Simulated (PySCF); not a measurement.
Harmonic spectrum computed at BP86 in the def2-TZVP basis family (core potentials from Rb on, PySCF, no spin–orbit coupling):

```
symmetry  ω (cm⁻¹)  IR (km/mol, summed over degenerate members)
    a2''       705                                          147
      e'       738                                          268
     a1'      1910                                          0.0
      e'      1924                                          490
```

Question: Which molecule gave it? In each, all ligands are bound to the one heavy central atom.
A. YH₃ (singlet)
B. BH₃ (singlet)
C. GaH₃ (singlet)
D. AsH₃ (singlet)

Answer: C. It has D3h symmetry with Ga–H 1.575 Å (×3).
